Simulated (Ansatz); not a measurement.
Ansatz (a quantum-chemistry and plane-wave program) input:

Ansatz 0.2 input:
```yaml
crystal:
  periodic: [false, false, false]
  atoms:
    - {symbol: B, position_ang: [-0.00000000, -0.00000000, -0.84990570]}
    - {symbol: O, position_ang: [0.00000000, 0.00000000, 0.36417581]}
    - {symbol: H, position_ang: [0.00000000, 0.00000000, 1.33612203]}
basis:
  gaussian:
    orbitals: aug-cc-pVDZ
total_charge: 1
magnetization: {spin_polarized: true, initial_magnetization: 1}
correlation: {method: ccsd_t, electrons: outside_noble_gas}
output: {forces: true}
```

Question: Predict the final energy.

Answer: -100.04776 Eh (CCSD(T)/aug-cc-pVDZ). The basis has 55 functions.
